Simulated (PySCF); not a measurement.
3-tert-butylfuran, C8H12O.
Atom-mapped SMILES: `[CH3:1][C:2]([CH3:3])([CH3:4])[c:5]1[cH:6][cH:7][o:8][cH:9]1` (hydrogens: H10, H11, H12 on C1; H13, H14, H15 on C3; H16, H17, H18 on C4; H19 on C6; H20 on C7; H21 on C9)

Method: PBE0-D3(BJ)/def2-SVP geometry optimisation, gas phase (PySCF); density fitting, grid level 2; the optimiser is geomeTRIC in internal coordinates, started from a GFN2-xTB structure.

Step 0: E = -10518.9402 eV
```
atom  x, y, z in Å  |  force x, y, z in eV/Å
C1     -1.5789   -0.8553   -0.8431    0.263   0.314   0.346
C2     -0.7957    0.1211    0.0429   -0.152   0.029   0.076
C3     -0.9232    1.5419   -0.5199    0.046  -0.479   0.241
C4     -1.3671    0.0859    1.4616    0.233   0.011  -0.546
C5      0.6537   -0.2754    0.0474   -0.204   0.032   0.184
C6      1.5088   -0.3555   -1.0892    0.259  -0.100   0.208
C7      2.7234   -0.7483   -0.6268   -0.197   0.057  -0.027
O8      2.6911   -0.9182    0.7042    0.130  -0.038   0.027
C9      1.4385   -0.6307    1.1039   -0.115   0.055  -0.196
H10    -2.6353   -0.5961   -0.8461   -0.474   0.100  -0.046
H11    -1.4733   -1.8721   -0.4713    0.020  -0.431   0.114
H12    -1.2147   -0.8258   -1.8666    0.123  -0.031  -0.463
H13    -0.5558    1.5871   -1.5418    0.151   0.078  -0.449
H14    -0.3467    2.2405    0.0823    0.226   0.321   0.216
H15    -1.9642    1.8569   -0.5139   -0.457   0.167  -0.038
H16    -2.4158    0.3746    1.4477   -0.429   0.112   0.042
H17    -1.2926   -0.9147    1.8805    0.002  -0.419   0.228
H18    -0.8301    0.7752    2.1087    0.194   0.291   0.325
H19     1.2519   -0.1494   -2.1081   -0.123   0.121  -0.645
H20     3.6555   -0.9349   -1.1229    0.548  -0.126  -0.184
H21     1.2376   -0.7171    2.1526   -0.045  -0.066   0.584
```

Step 1: E = -10518.9951 eV
```
atom  x, y, z in Å  |  force x, y, z in eV/Å
C1     -1.5884   -0.8513   -0.8396   -0.039  -0.055  -0.053
C2     -0.7998    0.1226    0.0428    0.025  -0.006  -0.008
C3     -0.9349    1.5430   -0.5169   -0.002   0.077  -0.035
C4     -1.3611    0.0845    1.4627   -0.044   0.001   0.081
C5      0.6567   -0.2748    0.0410   -0.006   0.002  -0.003
C6      1.5267   -0.3586   -1.1010   -0.069   0.036  -0.125
C7      2.7408   -0.7532   -0.6326    0.100  -0.033   0.042
O8      2.6965   -0.9208    0.7030   -0.021   0.005   0.001
C9      1.4381   -0.6310    1.1028    0.058  -0.025   0.076
H10    -2.6573   -0.5810   -0.8599    0.026   0.001   0.002
H11    -1.5014   -1.8826   -0.4631   -0.002   0.021  -0.005
H12    -1.2194   -0.8411   -1.8776   -0.009  -0.001   0.029
H13    -0.5523    1.6061   -1.5480   -0.009  -0.001   0.029
H14    -0.3690    2.2628    0.0951   -0.012  -0.014  -0.009
H15    -1.9916    1.8580   -0.5302    0.022  -0.015   0.000
H16    -2.4240    0.3747    1.4623    0.028  -0.008   0.003
H17    -1.2899   -0.9261    1.8960   -0.001   0.023  -0.016
H18    -0.8239    0.7811    2.1262   -0.011  -0.015  -0.021
H19     1.2746   -0.1502   -2.1405    0.016  -0.011   0.053
H20     3.6990   -0.9503   -1.1101   -0.053   0.012   0.012
H21     1.2474   -0.7224    2.1696    0.001   0.006  -0.053
```

**Question.** Estimate the geometry and energy of step 2. (The exact step hangs on the optimiser's Hessian estimate; all steps are aligned on step 1, rigid shifts and turns removed.)

**Answer.** E = -10518.9955 eV, largest force 0.061 eV/Å
```
atom  x, y, z in Å  |  force x, y, z in eV/Å
C1     -1.5882   -0.8528   -0.8405   -0.007  -0.005  -0.005
C2     -0.7993    0.1225    0.0430    0.008  -0.003   0.009
C3     -0.9341    1.5445   -0.5175   -0.003   0.008  -0.003
C4     -1.3629    0.0848    1.4640   -0.005   0.000   0.009
C5      0.6581   -0.2752    0.0423   -0.031   0.011  -0.008
C6      1.5252   -0.3577   -1.1029    0.013  -0.013   0.059
C7      2.7396   -0.7532   -0.6321    0.055  -0.012  -0.016
O8      2.6985   -0.9217    0.7033   -0.036   0.016  -0.043
C9      1.4410   -0.6319    1.1040   -0.006   0.000   0.001
H10    -2.6558   -0.5808   -0.8617    0.002   0.004   0.001
H11    -1.5026   -1.8831   -0.4630    0.001   0.003   0.003
H12    -1.2184   -0.8439   -1.8773    0.003   0.001   0.002
H13    -0.5501    1.6080   -1.5472    0.002  -0.002   0.002
H14    -0.3703    2.2642    0.0955   -0.001  -0.004   0.003
H15    -1.9905    1.8574   -0.5324    0.000  -0.004   0.000
H16    -2.4250    0.3747    1.4635    0.002   0.000  -0.003
H17    -1.2916   -0.9253    1.8966    0.002  -0.001  -0.004
H18    -0.8259    0.7812    2.1267    0.002   0.000  -0.004
H19     1.2732   -0.1492   -2.1408    0.005  -0.002   0.004
H20     3.6955   -0.9499   -1.1109    0.002   0.000  -0.008
H21     1.2505   -0.7232    2.1693   -0.008   0.002   0.001
```

The energy changes by -0.0004 eV. The first-order estimate −F·Δx gives -0.0011 eV and the mean of the old and new forces, exact on a quadratic surface, -0.0004 eV. The step makes an angle of 68° with the force vector and moves no atom by more than 0.004 Å.

The cost below is that of the whole optimisation. On one thread, Intel Xeon Platinum 8488C (x86_64) (shared host), this took 94 s of wall time and 0.84 GiB of memory at its peak.
